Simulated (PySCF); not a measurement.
A first-order proton ENDOR spectrum was simulated from computed couplings for a radical in fast tumbling at B = 1211.8 mT (Q band).

Class means under 0.5 MHz are left out. Line positions in MHz: 27.15, 47.61, 50.27, 52.92, 55.58, 76.04.

Q: What is the proton Larmor frequency at this field?

A: νH = 5.58569 × 7.62259 MHz/T × 1.2118 T = 51.60 MHz.

Q: Pair the lines and read off the couplings.

A: ν± = |νn ± a/2|, one line for each electron-spin manifold; νn = |g_N| × 7.62259 MHz/T × B. A pair with |a| < 2νn is centred on νn and split by |a|; one with |a| > 2νn is centred on |a|/2 and split by 2νn.

| lower line | upper line | centred on | \|a\| (MHz) |
| --- | --- | --- | --- |
| 27.15 | 76.04 | νn | 48.89 |
| 47.61 | 55.58 | νn | 7.98 |
| 50.27 | 52.92 | νn | 2.65 |

C₆H₉O₂ (doublet state).
Bonds: C1–C2, C2–C3, C2–C4, C4–C5, C5–O6 (double), C5–C7, C7–O8, C2–O8. Hydrogens: H9, H10, H11 on C1; H12, H13, H14 on C3; H15 on C4; H16, H17 on C7.

As a line formula: `CC1(C)[CH]C(=O)CO1` [radical].

Q: This is the radical. Which protons give which coupling, and how does each split the EPR lines?

A: 48.9 MHz (computed sign −): H15, α, 1 bond from C4, a 1:1 doublet of 1.742 mT; 8.0 MHz (computed sign +): H16/H17, γ, 3 bonds from C4, a 1:2:1 triplet of 0.284 mT; 2.7 MHz (computed sign +): H9 (×6), γ, 3 bonds from C4, a 1:6:15:20:15:6:1 septet of 0.095 mT. To first order the positions of ENDOR lines don't depend on how many nuclei share a coupling.

Method: UKS B3LYP, pcH-1 on C H O, non-relativistic, mean-field spin-orbit, GIAO in PySCF 2.14.0. Isolated species at its GFN2-xTB geometry, gas phase. The geometry wasn't refined by DFT: couplings that depend on bond lengths, twists or pyramidal angles can differ widely from those at the functional's own minimum. The SCF solution wasn't tested for stability.

Nuclei that the bonding pattern makes equivalent are averaged, as if the motion that swaps them (rotation, inversion, ring flip) were fast. The six 1H nuclei of mean +2.7 MHz run from -3.1 to 13.9 MHz in the frozen geometry.

Time: 1.8 min wall (grids of density and orbitals included); peak memory 0.97 GiB. Hardware: Arm Neoverse V1, one thread (shared host).
